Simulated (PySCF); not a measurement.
Pb(OMe)(NH2) (CH5NOPb), SMILES [NH2][Pb][O]C (connectivity only; charge and spin as stated), neutral, multiplicity 1. Coordinates come from a PBE0-D3(BJ)/def2-SVP optimisation. The def2 effective core potentials stand for the cores of Pb; spin–orbit coupling is left out. One conformer was computed; it need not be the lowest.

All values below come from PBE0-D3(BJ)/def2-SVP (PySCF).

Harmonic wavenumbers (cm⁻¹): 82, 137, 147, 231, 270, 391, 471, 546, 588, 1160, 1175, 1188, 1461, 1467, 1477, 1497, 2945, 3000, 3050, 3578, 3698. Rotational constants (GHz): 6.189, 2.593, 1.848; symmetry number 1.

Q: Work out the zero-point energy and the ideal-gas rigid-rotor harmonic-oscillator thermochemistry at 298.15 K and 1 atm.

A: ZPE = ½ Σ hcν = ½ × 28558 cm⁻¹ = 40.83 kcal/mol. H − E(el) = 45.74 kcal/mol. Entropy in cal/(mol K): translation 42.50, rotation 26.79, vibration 15.82, total 85.10. G − E(el) = 20.37 kcal/mol. Cp = 23.26 cal/(mol K). Modes under 150 cm⁻¹ make the vibrational entropy uncertain.
